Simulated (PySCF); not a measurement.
Si(H)(F)2(Et) (C₂H₆F₂Si), SMILES CC[SiH](F)F. Geometry: r2SCAN-D4/def2-SVP. Other conformers were not sampled.

Computed equilibrium geometry at r2SCAN-D4/def2-SVP (PySCF confirms it by a frequency run) as Cartesian coordinates in Å, and its point group (one conformer of several):
point group Cs.
```xyz
11

Si     0.6381    -0.4142     0.0000
F      1.0215     0.4808     1.2954
F      1.0215     0.4808    -1.2954
C     -1.1852    -0.7382     0.0000
C     -2.0248     0.5458     0.0000
H      1.5025    -1.6182     0.0000
H     -1.4206    -1.3639    -0.8809
H     -1.4206    -1.3639     0.8809
H     -3.1031     0.3232     0.0000
H     -1.8092     1.1610    -0.8877
H     -1.8092     1.1610     0.8877
```
